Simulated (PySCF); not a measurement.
An equivalent PySCF input for Sn⁺ (tin, charge +1), [Kr] 4d10 5s2 5p1, 2P determinant, with a scalar-relativistic core potential:

```python
from pyscf import gto, scf, dft, mp, cc
import basis_set_exchange as bse
txt = bse.get_basis("cc-pVTZ-PP", elements=["Sn"], fmt="nwchem", header=False)
cut = txt.index("\nECP")
mol = gto.M(atom="Sn 0 0 0", charge=1, spin=1, symmetry="D2h",
            basis=gto.basis.parse(txt[:cut]),
            ecp={"Sn": gto.basis.parse_ecp(txt[cut:])})
mf = scf.UHF(mol)
mf.irrep_nelec = {'Ag': (4, 4), 'B1g': (1, 1), 'B2g': (1, 1), 'B3g': (1, 1), 'B1u': (1, 1), 'B2u': (2, 1), 'B3u': (1, 1)}
mf.kernel()
```

It reaches the same state as the run whose output follows, and the same energy. The run itself started from symmetry-adapted Hartree-Fock orbitals and held the occupation by maximum overlap, so the iterations belong to that start.

```
SCF conv_tol = 1e-09
number electrons alpha = 11  beta = 10
cycle= 1 E= -213.087800842613  delta_E= -0.00282  |g|= 0.0172  |ddm|= 0.0826
cycle= 2 E= -213.088186691236  delta_E= -0.000386  |g|= 0.00663  |ddm|= 0.0313
cycle= 3 E= -213.088255958898  delta_E= -6.93e-05  |g|= 0.000422  |ddm|= 0.0234
cycle= 4 E= -213.088256266966  delta_E= -3.08e-07  |g|= 8.3e-05  |ddm|= 0.00371
cycle= 5 E= -213.08825627603  delta_E= -9.06e-09  |g|= 2.81e-05  |ddm|= 0.000584
cycle= 6 E= -213.088256277296  delta_E= -1.27e-09  |g|= 4.34e-06  |ddm|= 0.000235
cycle= 7 E= -213.088256277324  delta_E= -2.87e-11  |g|= 4.63e-07  |ddm|= 3.27e-05
converged SCF energy = -213.088256277324  <S^2> = 0.76061685  2S+1 = 2.0105888
```

Energies and moments cover only the electrons outside the core potential.
